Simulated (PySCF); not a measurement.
**`C=C(F)/C(F)=C\Br`, C4H3BrF2**

Molfile (atoms numbered from 1):
```
C4H3BrF2
     RDKit          3D

 10  9  0  0  0  0  0  0  0  0999 V2000
   -1.8039    0.5780    0.1709 C   0  0  0  0  0  0  0  0  0  0  0  0
   -0.7430   -0.2110   -0.0105 C   0  0  0  0  0  0  0  0  0  0  0  0
   -0.8900   -1.5089   -0.2515 F   0  0  0  0  0  0  0  0  0  0  0  0
    0.6431    0.2505    0.0337 C   0  0  0  0  0  0  0  0  0  0  0  0
    0.7337    1.5560    0.3091 F   0  0  0  0  0  0  0  0  0  0  0  0
    1.7966   -0.4077   -0.1536 C   0  0  0  0  0  0  0  0  0  0  0  0
    2.0307   -2.2073   -0.5551 Br  0  0  0  0  0  0  0  0  0  0  0  0
   -2.8088    0.1573    0.1226 H   0  0  0  0  0  0  0  0  0  0  0  0
   -1.6674    1.6397    0.3662 H   0  0  0  0  0  0  0  0  0  0  0  0
    2.7241    0.1614   -0.0675 H   0  0  0  0  0  0  0  0  0  0  0  0
  1  2  2  0
  2  3  1  0
  2  4  1  0
  4  5  1  0
  4  6  2  0
  6  7  1  0
  1  8  1  0
  1  9  1  0
  6 10  1  0
M  END
```

Theory: PySCF 2.14.0, TDDFT BHandHLYP/def2-SVPD circular dichroism and optical rotation, one conformer, gas phase. Geometry: PBE0-D3(BJ)/def2-SVP.

The calculation is non-relativistic, which matters for the atoms heavier than Zn. States above about 8.0 eV (minus the energy of the highest occupied orbital) lie near or above the ionisation threshold and depend on the basis. No stereocentre is labelled: unless the shape is locked (an allene, a helicene, a hindered biaryl), the mirror image is equally populated and a measured rotation or CD is zero.

Problem. Draw the ECD and absorption spectra from the lowest 12 states, each a Gaussian of half-width 0.25 eV at 1/e height.

Solution. 
```
E (eV)  λ (nm)  Δε (L mol⁻¹ cm⁻¹)  ε (L mol⁻¹ cm⁻¹)
  4.92     252              -0.01               820
  5.07     245              -0.09              6300
  5.22     238              -0.33             23600
  5.37     231              -0.62             43000
  5.52     225              -0.59             38200
  5.67     219              -0.33             16500
  5.82     213              -0.12              3520
  5.97     208              -0.03               378
  6.12     203              +0.01              22.7
  6.27     198              +0.03              11.4
  6.42     193              +0.03               148
  6.57     189              +0.05              1020
  6.72     185              +0.40              3420
  6.87     181              +1.16              5650
  7.02     177              +1.65              4680
  7.17     173              +1.76              2190
  7.32     169              +1.56               843
  7.47     166              +0.77               356
  7.62     163              -0.14               209
  7.77     160              -0.87               410
  7.92     157              -1.00              1180
  8.07     154              +0.46              2430
```
Δε uses R in velocity form, ε uses f in length form. Only the states computed contribute, so the short-wavelength end is incomplete.
